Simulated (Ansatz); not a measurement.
Reaction (substitution at a C–C bond): `CCCCCCCC` + H₂S → `CCCCCCCS` + CH₄

Isolated molecules relaxed with PBE0-D4/def2-TZVP in Ansatz; ΔE leaves out vibrations. CCSD(T)/CBS is the MP2 limit (def2-TZVPP, def2-QZVPP) plus CCSD(T) − MP2 in def2-TZVPP, frozen cores. This one scheme is used for every species. DFT in def2-TZVPP. One conformer a species, not always the lowest.

```json
{"level": "BLYP-D4", "ΔE (kJ/mol)": "-4.0"}
{"level": "r2SCAN0-D4", "ΔE (kJ/mol)": "1.2"}
{"level": "BHLYP-D4", "ΔE (kJ/mol)": "1.6"}
{"level": "ωB97M-V", "ΔE (kJ/mol)": "1.5"}
{"level": "CAM-B3LYP", "ΔE (kJ/mol)": "4.3"}
{"level": "CCSD/def2-TZVPP", "ΔE (kJ/mol)": "6.5"}
{"level": "SCS-MP2/def2-QZVPP", "ΔE (kJ/mol)": "1.3"}
{"level": "MP2/CBS(def2)", "ΔE (kJ/mol)": "-1.6"}
```

Problem. What does CCSD(T)/CBS give? (An estimate is asked.)

Solution. Ansatz gave: +1.9 kJ/mol. The listed levels differ from it by -5.9, -0.7, -0.3, -0.4, 2.4, 4.6, -0.6, -3.5 kJ/mol.

Largest T1 diagnostic among the species: 0.009.

In def2-TZVPP, CCSD(T) changes the Hartree–Fock value by −4.1 kJ/mol (the triples alone add −2.4 kJ/mol) and MP2 by −7.7 kJ/mol. At CCSD(T), def2-SVP lies +9.0 kJ/mol from the extrapolated value and def2-TZVPP +2.2 kJ/mol. Leaving LDA and LC-ωPBE aside and taking each functional with its dispersion term where it has one, the values, not all of them listed here, spread over 6.7 kJ/mol, from BLYP-D4 to CAM-B3LYP-D4. LDA lies +3.3 kJ/mol from PBE without D4.
